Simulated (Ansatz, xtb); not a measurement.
## Relative energy of two isomers of C4H8SeSi

We compare I, `CC1=CC[Se][SiH2]1`, a singlet, with II, `C1=C[SiH2][Se]CC1`, a singlet. Both are isolated molecules in the gas phase, relaxed with PBE-D3(BJ)/def2-SVP; the shapes shown needn't be the lowest conformers.

I (Å):

```xyz
14

C    -2.2182   -1.0789    1.8867
C    -1.1749   -0.5658    0.9306
C    -1.4505    0.2314   -0.1282
C    -0.4367    0.7596   -1.0951
Se    1.4309    0.1773   -0.6888
Si    0.6532   -0.9950    1.1207
H    -3.2359   -0.7293    1.6179
H    -2.0071   -0.7508    2.9272
H    -2.2327   -2.1898    1.9098
H    -2.4966    0.5397   -0.3286
H    -0.4362    1.8702   -1.1038
H    -0.6631    0.4271   -2.1303
H     0.9153   -2.4788    1.0408
H     1.2284   -0.5314    2.4365
```

II (Å):

```yaml
atoms:
  - { symbol: C, position_ang: [0.0509, -0.7769, 0.8687] }
  - { symbol: C, position_ang: [0.0730, -1.5143, -0.2657] }
  - { symbol: C, position_ang: [0.4719, 1.5536, -0.1917] }
  - { symbol: C, position_ang: [0.4438, 0.6688, 1.0489] }
  - { symbol: Se, position_ang: [1.8211, 1.0247, -1.5649] }
  - { symbol: Si, position_ang: [0.7394, -0.9618, -1.9290] }
  - { symbol: H, position_ang: [-0.2864, -1.2673, 1.8018] }
  - { symbol: H, position_ang: [-0.2742, -2.5616, -0.1880] }
  - { symbol: H, position_ang: [-0.3694, -0.8481, -2.9475] }
  - { symbol: H, position_ang: [1.7402, -1.9523, -2.4600] }
  - { symbol: H, position_ang: [-0.5211, 1.5865, -0.6839] }
  - { symbol: H, position_ang: [0.7482, 2.5916, 0.0749] }
  - { symbol: H, position_ang: [1.4330, 0.7054, 1.5623] }
  - { symbol: H, position_ang: [-0.2696, 1.1243, 1.7736] }
```

Q: Estimate which is lower in electronic energy at CCSD(T)/def2-SVP + ΔMP2/def2-TZVPP, and by roughly how much.

A: The CCSD(T)/def2-SVP + ΔMP2/def2-TZVPP calculation puts structure I lower, by 12.8 kJ/mol.

Level by level:

```tsv
level	geometry	E(II) − E(I) (kJ/mol)	departure from the last row (kJ/mol)	job, with rough time for the two
GFN2-xTB	GFN2-xTB	+22.6	+9.8	optimisation, 0.19 s
HF/STO-3G	GFN2-xTB	+12.5	−0.3	single point, 0.56 s
r2SCAN-D4/def2-SVP	GFN2-xTB	+11.9	−0.9	single point, 5.2 s
PBE-D3(BJ)/def2-SVP	PBE-D3(BJ)/def2-SVP	+13.7	+0.9	optimisation, 50 s
HF/def2-SVP	PBE-D3(BJ)/def2-SVP	+11.2	−1.6	part of the CCSD(T) run
MP2/def2-SVP	PBE-D3(BJ)/def2-SVP	+14.7	+1.9	part of the CCSD(T) run
CCSD(T)/def2-SVP	PBE-D3(BJ)/def2-SVP	+11.8	−1.0	single point
CCSD(T)/def2-SVP + ΔMP2/def2-TZVPP	PBE-D3(BJ)/def2-SVP	+12.8		single point, 94 s
```

As drawn, both hold the same kinds of bond in the same numbers. Structure I has 1 methyl group, II 0. Structure I has a 5-membered ring, II a 6-membered ring.

The levels shown agree on the order. The largest departure from CCSD(T)/def2-SVP + ΔMP2/def2-TZVPP is that of GFN2-xTB, 9.8 kJ/mol. The last row adds to CCSD(T) the change of the MP2 difference between the two basis sets, here +1.0 kJ/mol.

With thermal terms from frequencies at re-optimised GFN2-xTB minima (ideal gas, soft modes damped towards free rotors, one conformer each, 298.15 K, 1 atm): the zero-point term adds +2.3 kJ/mol; ΔH is +13.8 and ΔG +16.6 kJ/mol.

The correlated steps freeze 18 core orbitals; the filled d shell of Se is correlated, in a basis made for valence electrons. Programs: Ansatz 0.2.0, xtb 6.7.1; the last row on 4 threads of Arm Neoverse V1 on a shared host.
